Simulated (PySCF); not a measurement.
Results of a calculation; reference values are marked as such.
Si2H3NOF3

The system: Si2H3NOF3, a small molecule (built as: Si site whose three back bonds go to H, NH2, OSiF3); neutral, doublet. The structure, one conformer, was relaxed in the gas phase by PBE0-D3(BJ)/def2-SVP. No frequency run checks that it is a minimum.

SMILES: N[SiH]O[Si](F)(F)F

```xyz
10

Si   -1.320    0.112   -0.852
N    -1.646   -0.334    0.783
O     0.336    0.444   -0.948
Si    1.698    0.066   -0.183
F     2.335    1.314    0.578
F     1.434   -1.080    0.907
F     2.792   -0.487   -1.202
H    -2.073    1.380   -1.128
H    -1.159   -1.117    1.208
H    -2.583   -0.232    1.159
```
Atom numbers follow the order of the file, from 1.

EPR values by unrestricted B3LYP, IGLO-III on F N O Si, pcH-1 on H.

Problem. Predict g and the largest hyperfine couplings. Where does the spin sit?

Solution. g = 2.0004, 2.0021, 2.0022. The spin sits on Si1 (77 %, bonded to 1 N + 1 O + 1 H) by Mulliken populations.
```tsv
atom	isotope	isotropic (MHz)	dipolar, principal values (MHz)
Si1	29Si	-772.5	-127.5, 62.8, 64.7
H8	1H	197.0	-5.7, -1.2, 6.9
O3	17O	-59.6	-18.2, 8.7, 9.6
F5	19F	22.6	-6.7, -6.6, 13.3
N2	14N	9.0	-7.5, -7.2, 14.7
H9	1H	-7.5	-9.7, -3.9, 13.5
```

Problem. How do the isotropic couplings move with BHandHLYP?

Solution. Si1 -772.5 to -803.1 MHz, H8 197.0 to 199.1 MHz, O3 -59.6 to -60.0 MHz, F5 22.6 to 17.3 MHz.
